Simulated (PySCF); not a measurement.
**How methods differ on the excitation energy of Ta**

Ta [Xe] 4f14 5d3 6s2 (4F) → Ta [Xe] 4f14 5d3 6s1 7s1 (6F), as a difference of total energies. Computed with PySCF 2.14 in aug-cc-pVTZ-PP with ECP60MDF, with scalar relativity through the core potential. Correlated levels: valence: 5s2 5p6 frozen. The calculations carry no spin-orbit coupling.

```tsv
method	excitation energy (eV)
UHF	3.490
LDA	5.039
PBE	4.649
PBE0	4.514
r2SCAN	4.371
TPSS	4.599
TPSSh	4.569
LC-wPBE	4.369
HSE06	4.533
MP2 (valence)	4.604
SCS-MP2 (valence)	4.913
```

**Question.** How much does correlation contribute at MP2 (valence)?

**Answer.** 4.604 − (3.490) = 1.114 eV, measured against UHF.

The promoted electron is Rydberg-like, and one or two diffuse shells describe it only roughly, which tends to raise the upper state.
